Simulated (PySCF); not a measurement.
SMILES N#Cc1ccccc1 (C7H5N) (GFN2-xTB optimised geometry):

```
13

N     -1.968    -2.777     0.005
C     -1.393    -1.785     0.001
C     -0.687    -0.559     0.000
C     -1.390     0.646     0.000
C     -0.695     1.840     0.000
C      0.691     1.840     0.000
C      1.390     0.643     0.000
C      0.708    -0.559     0.000
H     -2.470     0.633     0.000
H     -1.236     2.775    -0.001
H      1.229     2.777     0.000
H      2.470     0.647     0.000
H      1.242    -1.498     0.000
```

Computed with PBE0/def2-TZVP run with PySCF 2.14.0.

**Question.** What are the frontier orbital energies and the dipole moment?

**Answer.** HOMO-2 -9.62 eV, HOMO-1 -8.10 eV, HOMO -7.82 eV, LUMO -1.59 eV, LUMO+1 -0.91 eV; dipole moment 4.69 D.

Meta-Löwdin charges at PBE0/def2-TZVP: N1 -0.22, C2 0.11, C3 -0.03, C4 -0.10, C5 -0.12, C6 -0.10, C7 -0.12, C8 -0.10, H9 0.14, H10 0.13, H11 0.13, H12 0.13, H13 0.14.
